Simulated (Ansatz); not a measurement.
Relaxation of H$_{6}$N$_{2}$OSi (10 atoms, charge 0, multiplicity 1), to a largest force component of 0.02 eV/Å in at most 40 steps.

Computed with Ansatz 0.2.0, RKS PBE-D4/STO-3G.

```xyz
10
Properties=species:S:1:pos:R:3:forces:R:3
Si 0.000 0.000 0.000 1.33 2.36 -1.02
H 0.000 0.000 1.460 -0.03 -0.05 0.42
N 1.716 0.000 -0.606 -2.01 0.11 0.64
H 2.215 -0.918 -0.787 -0.12 1.29 0.02
H 2.217 0.918 -0.778 -0.09 -1.30 -0.06
N -0.857 1.485 -0.606 1.12 -1.58 0.67
H -1.877 1.430 -0.889 1.16 0.58 0.14
H -0.337 2.406 -0.677 -1.07 -0.72 -0.18
O -0.791 -1.371 -0.559 -0.07 -0.59 -1.49
H -1.246 -1.837 0.213 -0.22 -0.11 0.88
```

Problem. Where does it end, and by what steps?

Solution. The forces met the threshold. Limits of this set-up: minimal basis. After 28 steps the energy has fallen by 0.878 eV; H5 moved furthest, 1.45 Å.

```csv
step,energy less start (eV),largest force component (eV/Å),accepted
0,0.0000,2.364,yes
1,-0.3705,1.491,yes
2,-0.4811,0.864,yes
3,-0.5614,0.527,yes
4,-0.6383,1.028,yes
5,-0.7093,1.518,yes
6,-0.8094,0.478,yes
7,-0.8371,0.213,yes
8,-0.8492,0.205,yes
9,-0.8554,0.185,yes
10,-0.8552,0.397,no
11,-0.8567,0.046,yes
12,-0.8630,0.115,yes
13,-0.8678,0.037,yes
14,-0.8168,0.960,no
15,-0.8689,0.175,yes
16,-0.8694,0.064,yes
17,-0.8704,0.031,yes
18,-0.8713,0.038,yes
19,-0.8580,0.730,no
20,-0.8726,0.061,yes
21,-0.8711,0.340,no
22,-0.8738,0.057,yes
23,-0.8746,0.087,yes
24,-0.8750,0.143,yes
25,-0.8767,0.054,yes
26,-0.8772,0.041,yes
27,-0.8777,0.044,yes
28,-0.8779,0.012,yes
```

```xyz
10
Properties=species:S:1:pos:R:3
Si -0.084 0.104 0.092
H 0.125 0.037 1.539
N 1.577 0.209 -0.591
H 2.176 -0.560 -0.168
H 1.556 -0.054 -1.621
N -1.050 1.558 -0.292
H -1.161 1.602 -1.349
H -0.429 2.400 -0.101
O -1.064 -1.166 -0.555
H -0.607 -2.017 -0.184
```

Whether the end is a true minimum wasn't checked by a vibrational analysis.

Run time: 44 s on 1 thread of Arm Neoverse V2, with other jobs on the host, peak memory 0.12 GiB.
